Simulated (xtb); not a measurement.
C₆H₁₀AuO₂ (SMILES CC1=CC(C)=[O]->[Au+]([CH3])[O]1), charge +1, singlet, geometry from GFN2-xTB (such geometries of metal compounds can be far from the true shape) (the multiplicity is a formal guess). Base run: xtb with GFN0-xTB.

Input for xtb:
```
$ xtb mol.xyz --gfn 0 --chrg 1 --json

# file mol.xyz
19

Au     0.54732637     0.67334319     0.27763479
C      1.47114103     2.15482715    -0.72701074
H      2.08613064     2.66473907     0.01015622
H      0.74449983     2.83709640    -1.15007766
H      2.08857464     1.75673059    -1.52201096
C     -1.43594018    -1.27117979    -2.85121481
C     -1.00049977    -1.01537765    -1.42878763
C     -1.43251235    -1.83163365    -0.42486893
C     -1.10504892    -1.71326233     0.95562966
C     -1.69577160    -2.72563219     1.87636374
O     -0.36324081    -0.82406881     1.43051879
O     -0.22498191     0.02037069    -1.39228625
H     -2.52170344    -1.22909101    -2.90893899
H     -1.00792985    -0.52248796    -3.51211192
H     -1.10014784    -2.25990141    -3.15769197
H     -2.08448852    -2.64813803    -0.69115894
H     -1.37474772    -2.53634879     2.89704921
H     -2.78272962    -2.68773532     1.82072319
H     -1.38866859    -3.72583918     1.57438569
```

The base run was repeated with changes; each row names its change, and settings that it needs were set with it.

| change | ΔE vs base (mEh) | HOMO-LUMO gap (eV) |
|---|---|---|
| base | 0.000 | 1.83 |
| etemp = 3000 | -1.300 | 1.83 |
| acc = 0.1 | 0.000 | 1.83 |
| etemp = 1000 | 0.000 | 1.83 |
| etemp = 10 | 0.000 | 1.83 |
| acc = 30 | 0.000 | 1.83 |
| acc = 1000 | 0.000 | 1.83 |
